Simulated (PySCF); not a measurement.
Electron correlation in O⁺ (oxygen, charge +1)

[He] 2s2 2p3, high-spin 4S determinant. All numbers are calculated (PySCF 2.14, the spin-free X2C one-electron Hamiltonian (Gaussian nucleus), in x2c-QZVPPall with one added diffuse shell each of s, p, d, f type (8s5p4d3f1g, 73 functions)). Frozen: 1s2; 5 electrons correlated.

```tsv
level	correlation energy (mhartree)
CCSD	-119.99
(T)	-1.94
CCSD(T)	-121.93
```

Diagnostics: T1 = 0.0042, D1 = 0.0104, largest double amplitude 0.029.

Problem. Is a single reference adequate?

Solution. Yes: T1 lies below 0.03 and no double amplitude reaches 0.07.
